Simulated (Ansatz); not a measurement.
Geometry optimisation, RHF/cc-pVDZ in Ansatz 0.2.0.

Input:

```yaml
crystal:
  periodic: [false, false, false]
  atoms:
    - { symbol: Al, position_ang: [0.0, 0.0, 0.0] }
    - { symbol: O, position_ang: [0.0, 0.0, 2.13] }
    - { symbol: H, position_ang: [-0.9095, -0.2814, 2.4671] }
    - { symbol: O, position_ang: [1.5415, 0.0, -0.89] }
    - { symbol: Si, position_ang: [2.3874, -1.376, -1.352] }
    - { symbol: H, position_ang: [1.4599, -2.3514, -1.9176] }
    - { symbol: H, position_ang: [3.3882, -1.0195, -2.3535] }
    - { symbol: H, position_ang: [3.0504, -1.9546, -0.187] }
    - { symbol: O, position_ang: [-1.5415, 0.0, -0.89] }
    - { symbol: Si, position_ang: [-2.6907, -1.2238, -0.8267] }
    - { symbol: H, position_ang: [-2.2881, -2.2198, 0.162] }
    - { symbol: H, position_ang: [-3.9833, -0.6595, -0.4496] }
    - { symbol: H, position_ang: [-2.8007, -1.8572, -2.1376] }
    - { symbol: F, position_ang: [0.0892, 1.8864, 0.6275] }
    - { symbol: H, position_ang: [0.0593, 1.2535, 1.7062] }
basis:
  gaussian: { orbitals: cc-pVDZ }
hamiltonian:
  xc: hf
relax:
  f_tol: 0.15
  max_steps: 25
  restrain:
    - { distance: [0, 13], at: 2.89, k: 30.0 }
    - { distance: [14, 1], at: 2.21, k: 30.0 }
    - { distance: [0, 1], at: 1.78, k: 30.0 }
    - { distance: [14, 13], at: 0.92, k: 30.0 }
```

Command:

```bash
$ ansatz run input.yaml --threads 4 --pin off --max-ram 5120MiB --backend cpu --events-out ev --progress --plain --runs-dir out
```

Problem. Where does it end, and by what steps?

Solution. It converged. The restraints hold the end off the free minimum; the threshold counts their pulls, which the force column leaves out. Restrained pairs: Al1–F14 (1.99 → 2.88 Å), O2–H15 (1.32 → 2.21 Å), Al1–O2 (2.13 → 1.76 Å), F14–H15 (1.25 → 0.91 Å). After 17 steps the energy has fallen by 1.669 eV (the restraints' own energy left out); H11 moved furthest, 1.44 Å.

| step | energy less start (eV) | largest force component (eV/Å) | accepted |
| --- | --- | --- | --- |
| 0 | 0.0000 | 3.748 | yes |
| 1 | -0.1119 | 3.416 | yes |
| 2 | -0.5144 | 2.547 | yes |
| 3 | -0.8026 | 2.216 | yes |
| 4 | -1.1278 | 1.066 | yes |
| 5 | -1.2854 | 0.800 | yes |
| 6 | -1.4108 | 0.756 | yes |
| 7 | -1.4870 | 0.897 | yes |
| 8 | -1.4817 | 1.831 | no |
| 9 | -1.5191 | 0.884 | yes |
| 10 | -1.5467 | 0.854 | yes |
| 11 | -1.5692 | 0.819 | yes |
| 12 | -1.6208 | 0.756 | yes |
| 13 | -1.6298 | 0.890 | yes |
| 14 | -1.6334 | 0.829 | yes |
| 15 | -1.6650 | 0.759 | yes |
| 16 | -1.6594 | 0.733 | no |
| 17 | -1.6693 | 0.740 | yes |

```xyz
15
Properties=species:S:1:pos:R:3
Al -0.102 -0.593 0.445
O 0.105 0.005 2.083
H -0.609 -0.026 2.703
O 1.284 -0.965 -0.444
Si 2.620 -1.373 -1.332
H 2.296 -2.514 -2.230
H 3.055 -0.215 -2.155
H 3.727 -1.773 -0.425
O -1.665 -0.935 -0.108
Si -3.084 -1.336 -0.863
H -3.585 -2.626 -0.319
H -4.097 -0.278 -0.619
H -2.875 -1.473 -2.329
F 0.270 2.267 0.407
H 0.422 2.033 1.276
```

Run time: 36 s on 4 threads of Arm Neoverse V2, with other jobs on the host, peak memory 0.46 GiB.
